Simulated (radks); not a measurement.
Results of a calculation; reference values are marked as such.
Species: Yb+. Configuration: [Xe] 4f14 6s1.

Level of theory: scalar-relativistic Kohn-Sham, LDA (Slater exchange, Perdew-Wang correlation), spin-polarised, spherical densities, point nucleus; open shells are filled with parallel spins first (spin-orbit coupling, left out, can overturn this in heavy ions) (a radial shooting solver on a logarithmic mesh with Libxc functionals).

Energy parts (hartree):
| part | energy |
|---|---|
| total | -14050.9338 |
| kinetic | 15310.5864 |
| electron-nucleus | -34581.1377 |
| Hartree | 5503.6160 |
| exchange-correlation | -283.9985 |

Orbitals (lengths in bohr, moments of r in powers of bohr):
| orbital | occ. | eigenvalue (hartree) | <r> |
|---|---|---|---|
| 1s up | 1 | -2249.012 | 0.01967 |
| 1s down | 1 | -2249.012 | 0.01967 |
| 2s up | 1 | -381.2862 | 0.08338 |
| 2s down | 1 | -381.2860 | 0.08338 |
| 2p up | 3 | -336.1948 | 0.07417 |
| 2p down | 3 | -336.1946 | 0.07417 |
| 3s down | 1 | -86.11212 | 0.2169 |
| 3s up | 1 | -86.11202 | 0.2169 |
| 3p down | 3 | -72.52183 | 0.2164 |
| 3p up | 3 | -72.52173 | 0.2164 |
| 3d down | 5 | -55.94827 | 0.1962 |
| 3d up | 5 | -55.94824 | 0.1962 |
| 4s down | 1 | -17.11769 | 0.4881 |
| 4s up | 1 | -17.11747 | 0.4881 |
| 4p down | 3 | -12.65485 | 0.5186 |
| 4p up | 3 | -12.65471 | 0.5186 |
| 4d up | 5 | -6.78164 | 0.5604 |
| 4d down | 5 | -6.78164 | 0.5603 |
| 5s up | 1 | -2.27799 | 1.208 |
| 5s down | 1 | -2.27597 | 1.207 |
| 5p up | 3 | -1.26723 | 1.451 |
| 5p down | 3 | -1.26281 | 1.445 |
| 4f up | 7 | -0.36866 | 0.7884 |
| 4f down | 7 | -0.36754 | 0.7832 |
| 6s up | 1 | -0.36248 | 3.482 |
| 6s down | 0 | -0.33280 | 3.516 |
| 5d up | 0 | -0.25592 | 2.787 |
| 5d down | 0 | -0.23475 | 2.746 |
| 6p up | 0 | -0.21724 | 4.507 |
| 6p down | 0 | -0.19294 | 4.707 |
| 7s up | 0 | -0.10659 | 7.941 |
| 7s down | 0 | -0.10118 | 8.231 |
| 5f up | 0 | -0.03835 | 12.24 |
| 5f down | 0 | -0.03640 | 13.50 |

The highest occupied level is 6s up at -9.864 eV. For comparison, the ionisation energy in NIST's Atomic Spectra Database is 12.179 eV (measured). In exact Kohn-Sham theory the highest level is minus the ionisation energy, but local and semilocal functionals leave it too shallow, through self-interaction and a potential that decays too fast; potentials with the right tail come closer. Spin moment in Bohr magnetons: 1. Summed over all electrons, <r^2> = 50.31 bohr^2, which gives a Langevin (diamagnetic) susceptibility term of -39.8 x 10^-6 cm^3/mol.
